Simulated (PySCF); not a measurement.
Does the answer move with the share of exact exchange?

Compound: C₆H₅F.
SMILES: `F[C@]12C=C[C@H]1C=C2`

PySCF, pcSseg-1 basis, density fitting, gas phase, PBE0-D3(BJ)/def2-SVP geometry. One functional is left out:

```json
{"functional": "BLYP", "exact exchange (%)": "0", "HOMO energy (eV)": "-6.12", "LUMO energy (eV)": "-1.77", "dipole moment (D)": "1.758"}
{"functional": "OPBE", "exact exchange (%)": "0", "HOMO energy (eV)": "-6.30", "LUMO energy (eV)": "-1.81", "dipole moment (D)": "1.742"}
{"functional": "B97-2", "exact exchange (%)": "21", "HOMO energy (eV)": "-7.18", "LUMO energy (eV)": "-0.99", "dipole moment (D)": "1.936"}
{"functional": "PBE0", "exact exchange (%)": "25", "HOMO energy (eV)": "-7.44", "LUMO energy (eV)": "-0.94", "dipole moment (D)": "1.941"}
```

Problem. Predict the row of B3LYP (20 % exact exchange) by straight lines through the other rows, and check it.

Solution. 
| property | line | computed | computed − line | B97-2 (21 %), for comparison |
| --- | --- | --- | --- | --- |
| HOMO energy (eV) | -7.17 | -7.19 | -0.02 | -7.18 |
| LUMO energy (eV) | -1.08 | -1.15 | -0.07 | -0.99 |
| dipole moment (D) | 1.913 | 1.919 | +0.006 | 1.936 |
